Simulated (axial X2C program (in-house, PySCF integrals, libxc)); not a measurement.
Outer orbitals of SnTe⁻ at 2.652 Å, PBE0

All values were computed with an in-house all-electron X2C program for linear molecules (integrals from PySCF). Spin-free means the one-electron spin-free X2C Hamiltonian; two-component (2c) means X2C with spin–orbit coupling and atomic mean-field two-electron Coulomb and Gaunt terms, so the difference of the two also holds small scalar two-electron terms. Basis: Te dyall-acv3z [12s13p9d5f1g], Sn dyall-acv3z [12s13p10d5f1g] (cores contracted in-house); Gaussian nuclei, density fitting, unrestricted open shells. Masses: Te 129.906 u, Sn 119.902 u.

The distance is close to the 2c PBE0 minimum; the highest filled and lowest empty levels are listed.

Spin-free orbitals, state M_S = 1/2, Λ = 1 (beyond evenly filled blocks: π+α) (Löwdin shares):

```json
{"symmetry": "δ+α", "occupied": "yes", "ε (eV)": "-23.50", "atomic character": "100% Sn d"}
{"symmetry": "δ-α", "occupied": "yes", "ε (eV)": "-23.47", "atomic character": "100% Sn d"}
{"symmetry": "σα", "occupied": "yes", "ε (eV)": "-23.42", "atomic character": "100% Sn d"}
{"symmetry": "π+α", "occupied": "yes", "ε (eV)": "-23.40", "atomic character": "100% Sn d"}
{"symmetry": "δ-β", "occupied": "yes", "ε (eV)": "-23.39", "atomic character": "100% Sn d"}
{"symmetry": "δ+β", "occupied": "yes", "ε (eV)": "-23.39", "atomic character": "100% Sn d"}
{"symmetry": "π-α", "occupied": "yes", "ε (eV)": "-23.38", "atomic character": "100% Sn d"}
{"symmetry": "σβ", "occupied": "yes", "ε (eV)": "-23.38", "atomic character": "100% Sn d"}
{"symmetry": "π-β", "occupied": "yes", "ε (eV)": "-23.34", "atomic character": "100% Sn d"}
{"symmetry": "π+β", "occupied": "yes", "ε (eV)": "-23.34", "atomic character": "100% Sn d"}
{"symmetry": "σα", "occupied": "yes", "ε (eV)": "-11.37", "atomic character": "67% Te s, 11% Sn s, 9% Sn p"}
{"symmetry": "σβ", "occupied": "yes", "ε (eV)": "-11.29", "atomic character": "68% Te s, 10% Sn s, 10% Sn p"}
{"symmetry": "σα", "occupied": "yes", "ε (eV)": "-6.98", "atomic character": "58% Sn s, 20% Te p, 10% Te s"}
{"symmetry": "σβ", "occupied": "yes", "ε (eV)": "-6.37", "atomic character": "58% Sn s, 24% Te p, 9% Te s"}
{"symmetry": "σα", "occupied": "yes", "ε (eV)": "-2.03", "atomic character": "48% Te p, 38% Sn p, 8% Sn s"}
{"symmetry": "σβ", "occupied": "yes", "ε (eV)": "-1.85", "atomic character": "46% Te p, 37% Sn p, 10% Sn s"}
{"symmetry": "π+α", "occupied": "yes", "ε (eV)": "-1.84", "atomic character": "65% Te p, 27% Sn p, 4% Sn d"}
{"symmetry": "π-α", "occupied": "yes", "ε (eV)": "-1.59", "atomic character": "67% Te p, 24% Sn p, 4% Sn d"}
{"symmetry": "π-β", "occupied": "yes", "ε (eV)": "-1.49", "atomic character": "73% Te p, 16% Sn p, 6% Sn d"}
{"symmetry": "π+β", "occupied": "yes", "ε (eV)": "-1.49", "atomic character": "73% Te p, 16% Sn p, 6% Sn d"}
{"symmetry": "π+α", "occupied": "yes", "ε (eV)": "0.35", "atomic character": "55% Sn p, 19% Te p, 10% Te d"}
{"symmetry": "π-α", "occupied": "no", "ε (eV)": "1.69", "atomic character": "58% Sn p, 15% Te p, 11% Sn d"}
{"symmetry": "π+β", "occupied": "no", "ε (eV)": "2.28", "atomic character": "67% Sn p, 11% Te d, 10% Sn d"}
{"symmetry": "π-β", "occupied": "no", "ε (eV)": "2.28", "atomic character": "67% Sn p, 11% Te d, 10% Sn d"}
{"symmetry": "σα", "occupied": "no", "ε (eV)": "2.52", "atomic character": "84% Sn p, 6% Te p, 5% Sn s"}
```

The highest filled level is positive, so this functional does not bind it, and the empty levels of an anion are set by the basis.

Spinors with spin–orbit coupling (state Ω = 1/2):

```json
{"ω": "3/2", "occupied": "yes", "ε (eV)": "-23.98", "atomic character": "100% Sn d", "λ mixture": "84% δ, 16% π"}
{"ω": "1/2", "occupied": "yes", "ε (eV)": "-23.90", "atomic character": "100% Sn d", "λ mixture": "61% π, 39% σ"}
{"ω": "-3/2", "occupied": "yes", "ε (eV)": "-23.89", "atomic character": "100% Sn d", "λ mixture": "80% δ, 20% π"}
{"ω": "-1/2", "occupied": "yes", "ε (eV)": "-23.88", "atomic character": "100% Sn d", "λ mixture": "56% π, 44% σ"}
{"ω": "-5/2", "occupied": "yes", "ε (eV)": "-22.97", "atomic character": "100% Sn d", "λ mixture": "100% δ"}
{"ω": "1/2", "occupied": "yes", "ε (eV)": "-22.89", "atomic character": "100% Sn d", "λ mixture": "61% σ, 39% π"}
{"ω": "-1/2", "occupied": "yes", "ε (eV)": "-22.88", "atomic character": "100% Sn d", "λ mixture": "56% σ, 44% π"}
{"ω": "-3/2", "occupied": "yes", "ε (eV)": "-22.88", "atomic character": "100% Sn d", "λ mixture": "80% π, 20% δ"}
{"ω": "5/2", "occupied": "yes", "ε (eV)": "-22.88", "atomic character": "100% Sn d", "λ mixture": "100% δ"}
{"ω": "3/2", "occupied": "yes", "ε (eV)": "-22.86", "atomic character": "100% Sn d", "λ mixture": "84% π, 16% δ"}
{"ω": "-1/2", "occupied": "yes", "ε (eV)": "-11.34", "atomic character": "68% Te s, 11% Sn s, 9% Sn p", "λ mixture": "100% σ"}
{"ω": "1/2", "occupied": "yes", "ε (eV)": "-11.27", "atomic character": "69% Te s, 10% Sn p, 10% Sn s", "λ mixture": "100% σ"}
{"ω": "-1/2", "occupied": "yes", "ε (eV)": "-6.93", "atomic character": "58% Sn s, 21% Te p, 10% Te s", "λ mixture": "100% σ"}
{"ω": "1/2", "occupied": "yes", "ε (eV)": "-6.30", "atomic character": "58% Sn s, 24% Te p, 9% Te s", "λ mixture": "100% σ"}
{"ω": "1/2", "occupied": "yes", "ε (eV)": "-2.14", "atomic character": "66% Te p, 23% Sn p, 4% Sn d", "λ mixture": "74% π, 26% σ"}
{"ω": "-1/2", "occupied": "yes", "ε (eV)": "-2.13", "atomic character": "57% Te p, 30% Sn p, 7% Sn s", "λ mixture": "77% σ, 23% π"}
{"ω": "1/2", "occupied": "yes", "ε (eV)": "-1.76", "atomic character": "47% Te p, 40% Sn p, 7% Sn s", "λ mixture": "72% σ, 28% π"}
{"ω": "-1/2", "occupied": "yes", "ε (eV)": "-1.60", "atomic character": "66% Te p, 24% Sn p, 4% Sn d", "λ mixture": "78% π, 22% σ"}
{"ω": "-3/2", "occupied": "yes", "ε (eV)": "-1.36", "atomic character": "66% Te p, 26% Sn p, 4% Sn d", "λ mixture": "100% π"}
{"ω": "3/2", "occupied": "yes", "ε (eV)": "-1.26", "atomic character": "73% Te p, 17% Sn p, 6% Sn d", "λ mixture": "100% π"}
{"ω": "1/2", "occupied": "yes", "ε (eV)": "0.25", "atomic character": "57% Sn p, 19% Te p, 10% Te d", "λ mixture": "98% π, 2% σ"}
{"ω": "-3/2", "occupied": "no", "ε (eV)": "1.87", "atomic character": "57% Sn p, 16% Te p, 12% Sn d", "λ mixture": "100% π"}
{"ω": "-1/2", "occupied": "no", "ε (eV)": "2.23", "atomic character": "67% Sn p, 11% Te d, 9% Te p", "λ mixture": "99% π, 1% σ"}
{"ω": "3/2", "occupied": "no", "ε (eV)": "2.42", "atomic character": "67% Sn p, 11% Te d, 10% Sn d", "λ mixture": "100% π"}
{"ω": "-1/2", "occupied": "no", "ε (eV)": "2.55", "atomic character": "84% Sn p, 7% Sn s, 5% Te p", "λ mixture": "100% σ"}
```

The highest filled level is positive, so this functional does not bind it, and the empty levels of an anion are set by the basis.

Task: How does the gap between the highest filled and lowest empty level change from the spin-free to the 2c table?

Result: From 1.34 to 1.62 eV at PBE0, a change of 0.28 eV.

Mulliken charges and populations of the two-component result (they depend on the basis, above all on diffuse functions):

Te -0.69 e (s 9.92 p 22.70 d 20.06 f 0.01), Sn -0.31 e (s 9.90 p 20.30 d 20.10 f 0.02). ⟨Lz⟩ = 0.99 ħ and ⟨Sz⟩ = -0.49 ħ (0.02 and -0.51 on the two atoms), which add up to Ω.

Occupations by symmetry block were frozen at the best pattern of an incomplete PBE0 search. Density functionals use the spin component along the axis (collinear). The functionals have no current-density term, which raises determinants with orbital currents, atoms included. The highest occupied level of some functionals is positive through self-interaction error; at Hartree–Fock it is bound. The determinant is spin-polarised beyond a pure state at some levels (its spin-free form has ⟨S²⟩ too high), which makes Re and μ there less reliable.
